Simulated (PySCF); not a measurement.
Bond stretch in CH (cation, charge +1), singlet.

- UKS-TPSSh = unrestricted TPSSh/cc-pVTZ run with PySCF
- RHF/cc-pVTZ (PySCF)
- UKS-LDA (SVWN5) = unrestricted LDA (SVWN5)/cc-pVTZ (PySCF)
- RMP2 = PySCF with MP2 on RHF/cc-pVTZ, 1 core orbital frozen
- NEVPT2 = PySCF with SC-NEVPT2 on CASSCF(4,5)/cc-pVTZ, all electrons correlated

Energies are in kJ/mol, each relative to the lowest point of its own curve near equilibrium.

```tsv
R / Å	UKS-TPSSh	RHF	UKS-LDA (SVWN5)	RMP2	NEVPT2
0.85	192.6	181.6	213.5	187.8	184.7
0.92	93.4	83.9	109.3	88.8	87.5
0.97	49.3	41.4	61.6	45.3	44.8
1.03	17.5	12.2	25.7	14.7	14.8
1.08	4.3	1.5	8.9	2.6	2.9
1.10	1.6	0.0	4.9	0.5	0.7
1.14	0.0	0.8	0.5	0.0	0.0
1.17	1.5	4.2	0.0	2.4	2.1
1.20	4.9	9.7	1.5	6.9	6.1
1.27	18.6	28.6	10.9	23.2	21.0
1.34	38.1	53.9	26.3	45.5	41.4
1.43	68.0	91.8	51.7	79.4	72.2
1.55	111.7	147.1	90.3	128.8	116.2
1.71	169.7	221.7	142.8	194.9	173.6
1.87	223.0	292.4	191.6	256.4	224.6
2.06	269.3	367.9	241.7	320.6	274.5
2.29	303.2	445.6	288.0	384.5	319.2
2.49	322.5	501.6	310.9	428.5	345.8
2.82	340.3	573.4	329.3	480.9	371.5
3.05	347.9	610.8	336.4	505.1	380.8
3.46	354.1	658.3	342.4	529.0	388.7
3.96	354.7	693.3	342.4	534.5	391.9
4.54	351.3	715.2	337.9	521.9	392.9
```

At the longest distance, 4.54 Å, RHF lies highest above its minimum (715.2 kJ/mol) and UKS-LDA (SVWN5) lowest (337.9 kJ/mol).

The unrestricted determinant behind UKS-TPSSh, UKS-LDA (SVWN5) is spin-contaminated at 0.85 to 4.54 Å (<S²> up to 1.0, against 0.00 for a pure singlet). At the longest distance UKS-TPSSh, UKS-LDA (SVWN5) leaves fractional charges on the fragments, a sign of delocalisation error or of the restricted form. The restricted form behind RHF, RMP2 keeps the bonding electrons paired and can't separate into open-shell fragments. The T1 diagnostic of CCSD on the restricted reference of RMP2 exceeds 0.045 at 2.29 to 4.54 Å.
